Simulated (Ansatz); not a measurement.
Cost and result for the atomization energy of F$_{3}$H$_{3}$OSiSn, SMILES `[F][Sn]([F])([F])[O][SiH3]` (9 atoms, 8 bonds).

```
atom   x (Å)   y (Å)   z (Å)
  F1   0.568  -2.791   1.407
 Sn2  -0.258  -1.577   0.234
  F3  -0.023  -2.209  -1.526
  F4  -2.107  -1.580   0.598
  O5   0.502   0.147   0.469
 Si6   0.356   1.669  -0.163
  H7  -1.030   2.167   0.029
  H8   0.673   1.649  -1.613
  H9   1.319   2.526   0.565
```

Total charge 0; spin multiplicity 1. Correlated methods include outer-core shells of Sn, which these sets cover unevenly. Sn: def2 effective core potential. Geometry: relaxed with PBE0-D4/def2-TZVP. It is one conformer, not always the lowest. Program: Ansatz. All runs use 8 threads of an Arm Neoverse V1 on a shared host. Times are those of one run each, without the atoms' runs, and a repeat can differ threefold. Electronic energies, without spin–orbit coupling; frozen cores. CCSD(T)/CBS adds CCSD(T) − MP2 in def2-TZVPP to the MP2 limit, and its time is that of the two runs behind it. T1 = 0.015. With those shells the extrapolation isn't a true limit. B3LYP takes the VWN-RPA correlation (the form of Gaussian; ORCA's B3LYP/G). HSE06 is the plane-wave form, built on full-range PBE exchange.

CCSD(T)/CBS is a level of theory with its own doubt, some kJ/mol a heavy atom from the limit and from the frozen cores, so smaller differences don't rank the functionals.

| level | functions | wall time | atomization (kJ/mol) | difference from CCSD(T)/CBS | per bond |
| --- | --- | --- | --- | --- | --- |
| LDA (SPW92)/def2-TZVPP | 258 | 1.2 s | 3533.2 | 427.1 | 53.4 |
| BLYP-D4/def2-TZVPP | 258 | 1.8 s | 3050.3 | -55.8 | -7.0 |
| PBE0-D4/def2-TZVPP | 258 | 2.8 s | 2982.8 | -123.3 | -15.4 |
| HSE06-D4/def2-TZVPP | 258 | 3 s | 2983.7 | -122.4 | -15.3 |
| CAM-B3LYP-D4/def2-TZVPP | 258 | 3.1 s | 3064.8 | -41.3 | -5.2 |
| r2SCAN-D4/def2-TZVPP (with forces) | 258 | 3.8 s | 3057.5 | -48.6 | -6.1 |
| B3LYP-D4/def2-TZVPP (with forces) | 258 | 4 s | 3018.3 | -87.8 | -11.0 |
| ωB97X-V/def2-TZVPP | 258 | 6 s | 3083.9 | -22.2 | -2.8 |
| B97M-V/def2-TZVPP | 258 | 7 s | 3083.1 | -23.0 | -2.9 |
| CCSD(T)/def2-SVP | 115 | 10 s | 2784.2 | -321.9 | -40.2 |
| MP2/def2-QZVPP | 470 | 14 s | 3159.8 | 53.7 | 6.7 |
| CCSD(T)/def2-TZVPP | 258 | 4.9 min | 2978.0 | -128.1 | -16.0 |
| CCSD(T)/CBS(def2) | – | 5.2 min | 3106.1 | 0.0 | 0.0 |

In def2-TZVPP, CCSD(T) changes the Hartree–Fock value by +862.4 kJ/mol (the triples alone add +60.3 kJ/mol) and MP2 by +962.5 kJ/mol; breaking electron pairs costs correlation energy, which Hartree–Fock lacks. From PBE to PBE0 (25 % exact exchange), in def2-TZVPP and without D4, the atomization energy moves by −100.6 kJ/mol: exact exchange takes away binding that semilocal exchange gives to molecules. Leaving LDA and LC-ωPBE aside and taking each functional with its dispersion term where it has one, the values, not all of them listed here, spread over 195.0 kJ/mol, from BHLYP-D4 to PBE-D4. LDA lies +467.1 kJ/mol from PBE without D4, its usual overbinding.

Spin–orbit coupling would lower the free Sn atoms strongly, and the atomization energy with them, by more than many differences here. For some Ge, Se and Sn compounds the MP2-based and the directly extrapolated limit differ by 10 to 25 kJ/mol.
